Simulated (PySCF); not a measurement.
C₆H₁₆O₂Si.
Atom-mapped SMILES: `[CH3:1][CH2:2][O:3][Si:4]([CH3:5])([CH3:6])[O:7][CH2:8][CH3:9]` (hydrogens: H10, H11, H12 on C1; H13, H14 on C2; H15, H16, H17 on C5; H18, H19, H20 on C6; H21, H22 on C8; H23, H24, H25 on C9)

The same species was optimised twice, with GFN2-xTB and with PBE0-D3(BJ)/def2-SVP (PySCF), and the same property calculations (PySCF, gas phase) were run on both structures.

```
      coordinate  GFN2-xTB  PBE0-D3(BJ)/def2-SVP  change
      Si4–C6 (Å)     1.912                 1.871  -0.041
      Si4–O7 (Å)     1.620                 1.658  +0.038
      Si4–C5 (Å)     1.897                 1.860  -0.037
      O3–Si4 (Å)     1.636                 1.671  +0.035
       C1–C2 (Å)     1.522                 1.511  -0.011
       C8–C9 (Å)     1.521                 1.511  -0.010
       C2–O3 (Å)     1.403                 1.401  -0.002
       O7–C8 (Å)     1.405                 1.407  +0.002
   Si4–O7–C8 (°)     128.9                 124.9    -4.0
   C5–Si4–O7 (°)     104.4                 106.6    +2.2
   C2–O3–Si4 (°)     128.6                 126.5    -2.1
   C6–Si4–O7 (°)     113.3                 111.3    -2.0
   O3–Si4–C5 (°)     113.0                 111.4    -1.6
   C5–Si4–C6 (°)     111.0                 112.4    +1.4
   O3–Si4–O7 (°)     105.5                 105.4    -0.1
    O7–C8–C9 (°)     109.3                 109.4    +0.1
C1–C2–O3–Si4 (°)       173                  -179      +8
C2–O3–Si4–C5 (°)        61                    71     +10
O3–Si4–O7–C8 (°)        52                    53      +1
Si4–O7–C8–C9 (°)      -167                  -168      -1
```

Rotational constants: A = 1537, B = 835.7, C = 676.8 MHz (GFN2-xTB) against A = 1561, B = 833.1, C = 675.8 MHz (PBE0-D3(BJ)/def2-SVP). Point groups within 0.08 Å: C1 and C1.

On the GFN2-xTB structure: HOMO (eV) -7.54 [PBE0/pcSseg-1]; LUMO (eV) 1.21 [PBE0/pcSseg-1]; dipole (D) 1.36 [PBE0/pcSseg-1]; GIAO shielding of C1/C9 (mean) (ppm) 166.3 [PBE0/pcSseg-1]; GIAO shielding of C2/C8 (mean) (ppm) 126.2 [PBE0/pcSseg-1]; GIAO shielding of O3/O7 (mean) (ppm) 272.0 [PBE0/pcSseg-1]; GIAO shielding of Si4 (ppm) 362.6 [PBE0/pcSseg-1]; GIAO shielding of C5/C6 (mean) (ppm) 189.1 [PBE0/pcSseg-1].

What do these properties become on the PBE0-D3(BJ)/def2-SVP structure?

| property | level | on GFN2-xTB | on PBE0-D3(BJ)/def2-SVP | change |
| --- | --- | --- | --- | --- |
| HOMO (eV) | PBE0/pcSseg-1 | -7.54 | -7.60 | -0.06 |
| LUMO (eV) | PBE0/pcSseg-1 | 1.21 | 1.14 | -0.07 |
| dipole (D) | PBE0/pcSseg-1 | 1.36 | 1.59 | +0.23 |
| energy, GFN2-xTB geometry as zero (kcal/mol) | PBE0/pcSseg-1 | 0.0 | -2.1 | -2.1 |
| GIAO shielding of C1/C9 (mean) (ppm) | PBE0/pcSseg-1 | 166.3 | 164.3 | -2.0 |
| GIAO shielding of C2/C8 (mean) (ppm) | PBE0/pcSseg-1 | 126.2 | 125.4 | -0.8 |
| GIAO shielding of O3/O7 (mean) (ppm) | PBE0/pcSseg-1 | 272.0 | 269.9 | -2.1 |
| GIAO shielding of Si4 (ppm) | PBE0/pcSseg-1 | 362.6 | 351.0 | -11.6 |
| GIAO shielding of C5/C6 (mean) (ppm) | PBE0/pcSseg-1 | 189.1 | 188.3 | -0.8 |

The heavy atoms differ by 0.097 Å rms after alignment. Among bonds between heavy atoms Si4–C6 changes most (-0.041 Å). Changes are differences of the printed values. Neither structure is proved a minimum here.

The values belong to the conformer `[CH3:1][CH2:2][O:3][Si:4]([CH3:5])([CH3:6])[O:7][CH2:8][CH3:9]`: C1–C2–O3–Si4 -179°, C2–O3–Si4–C5 71°, O3–Si4–O7–C8 53°, Si4–O7–C8–C9 -168°.
